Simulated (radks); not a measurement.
Trend from K to Kr: ionisation energy by Delta-SCF between NIST ground configurations, and size. All-electron calculation, scalar-relativistic Kohn-Sham, BLYP, spin-polarised, spherical densities, point nucleus; open shells are filled with parallel spins first. Program: a radial shooting solver on a logarithmic mesh with Libxc functionals.

species      configuration  configuration of the ion  IE (eV)  NIST (eV)  kind  outermost  <r> outermost (bohr)  r at 0.001 e/bohr^3 (bohr)
K                 [Ar] 4s1                      [Ar]    4.457      4.341  exp.         4s                  4.86                        4.44
Ca                [Ar] 4s2                  [Ar] 4s1    6.077      6.113  exp.         4s                  4.00                        5.05
Sc            [Ar] 3d1 4s2              [Ar] 3d1 4s1    6.512      6.561  exp.         4s                  3.75                        4.95
Ti            [Ar] 3d2 4s2              [Ar] 3d2 4s1    6.824      6.828  exp.         4s                  3.59                        4.84
V             [Ar] 3d3 4s2                  [Ar] 3d4    6.244      6.746  exp.         4s                  3.46                        4.73
Cr            [Ar] 3d5 4s1                  [Ar] 3d5    7.253      6.767  exp.         4s                  3.33                        4.41
Mn            [Ar] 3d5 4s2              [Ar] 3d5 4s1    7.546      7.434  exp.         4s                  3.25                        4.55
Fe            [Ar] 3d6 4s2              [Ar] 3d6 4s1    8.053      7.902  exp.         4s                  3.09                        4.47
Co            [Ar] 3d7 4s2                  [Ar] 3d8    7.862      7.881  exp.         4s                  2.96                        4.39
Ni            [Ar] 3d8 4s2                  [Ar] 3d9    7.241      7.640  exp.         4s                  2.84                        4.32
Cu           [Ar] 3d10 4s1                 [Ar] 3d10    8.443      7.726  exp.         4s                  2.89                        4.09
Zn           [Ar] 3d10 4s2             [Ar] 3d10 4s1    9.712      9.394  exp.         4s                  2.65                        4.19
Ga       [Ar] 3d10 4s2 4p1             [Ar] 3d10 4s2    5.793      5.999  exp.         4p                  3.39                        4.41
Ge       [Ar] 3d10 4s2 4p2         [Ar] 3d10 4s2 4p1    7.731      7.899  exp.         4p                  2.86                        4.45
As       [Ar] 3d10 4s2 4p3         [Ar] 3d10 4s2 4p2    9.602      9.789  exp.         4p                  2.52                        4.36
Se       [Ar] 3d10 4s2 4p4         [Ar] 3d10 4s2 4p3    9.627      9.752  exp.         4p                  2.36                        4.29
Br       [Ar] 3d10 4s2 4p5         [Ar] 3d10 4s2 4p4   11.774     11.814  exp.         4p                  2.13                        4.18
Kr                    [Kr]         [Ar] 3d10 4s2 4p5   13.924     14.000  exp.         4p                  1.95                        4.06

Reference values: NIST Atomic Spectra Database (measured). Open shells are spherical and high-spin; term and fine-structure splittings are not resolved.
